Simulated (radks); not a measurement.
Results of a calculation; reference values are marked as such.
Fractional charge and spin in the 4d shell of ruthenium: the spin-up occupation runs from 3 to 4 and the spin-down occupation from 2 to 3; the fullest corner is Ru, [Kr] 5s(up 0.5, down 0.5) 4d(up 4, down 3). Level of theory: scalar-relativistic Kohn-Sham, r2SCAN, spin-polarised, spherical densities, finite nucleus; meta-GGA in the generalised Kohn-Sham scheme; Fermi nuclear charge, rms radius of each element as measured or else 0.836 A^(1/3) + 0.57 fm (a radial shooting solver on a logarithmic mesh with Libxc functionals). Energy (eV) minus the two flat planes that join the four corners (they meet along the diagonal where the two added fractions sum to one electron); zero is where a piecewise linear energy would lie.

| down \ up | 3 | 3.25 | 3.5 | 3.75 | 4 |
|---|---|---|---|---|---|
| 2 | 0.000 | -1.117 | -1.475 | -1.094 | 0.000 |
| 2.25 | -1.099 | -1.401 | -0.969 | 0.175 | -0.923 |
| 2.5 | -1.451 | -0.963 | 0.233 | -0.816 | -1.210 |
| 2.75 | -1.076 | 0.174 | -0.822 | -1.167 | -0.891 |
| 3 | 0.000 | -0.941 | -1.234 | -0.908 | 0.000 |

Corners above the fullest one (they belong to Ru+ and the next ion): (up 4, down 2) 9.491 eV, (up 3, down 3) 10.421 eV, (up 3, down 2) 31.620 eV. With half an added electron in each spin the energy lies 0.233 eV from the planes, and with half an added electron in spin up alone -1.475 eV. The planes are only a guide here: the flat-plane condition holds for ground states with one frontier orbital, while this shell lies below other occupied shells, so the corners above the fullest one are inner-hole states and not the ground states of those ions.
